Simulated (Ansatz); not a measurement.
Ansatz (a program for electronic structure) input (HF/cc-pVTZ):

Ansatz 0.2 input:
```yaml
crystal:
  periodic: [false, false, false]
  atoms:
    - {symbol: N, position_ang: [0.00000000, 0.00000000, 0.00000000]}
basis:
  gaussian:
    orbitals: cc-pVTZ
hamiltonian:
  xc: {name: HF}
magnetization: {spin_polarized: true, initial_magnetization: 3}
accuracy: high
scf: {lower_state_search: full}
```

Output:

```
Functional definition: HF
integrals: 0.01 GiB planned
299 factors; integrals over basis functions are off by at most 2.3e-9 eV
mean field: 0.05 GiB planned
mean field evaluation 1: about -1480.2154 eV, gradient 5.0e0 eV
mean field evaluation 2: about -1480.2175 eV, gradient 5.0e0 eV
mean field evaluation 4: about -1480.3181 eV, gradient 1.6e-1 eV
mean field evaluation 8: about -1480.3181 eV, gradient 1.9e-5 eV
mean field evaluation 16: about -1480.3157 eV, gradient 2.3e-1 eV
mean field evaluation 32: about -1469.3322 eV, gradient 3.3e-4 eV
mean field -1480.31808441 eV, -54.4006862065 hartree, gradient 3.1e-8 eV, S^2 3.756090; 3 other end points of the search recorded, 0 dependent functions left out
reference -1480.31808441 eV, -54.4006862065 hartree; 5, 2 occupied and 25, 28 virtual orbitals, 299 factors
Total energy: -1480.31808441 eV, -54.4006862065 hartree
```
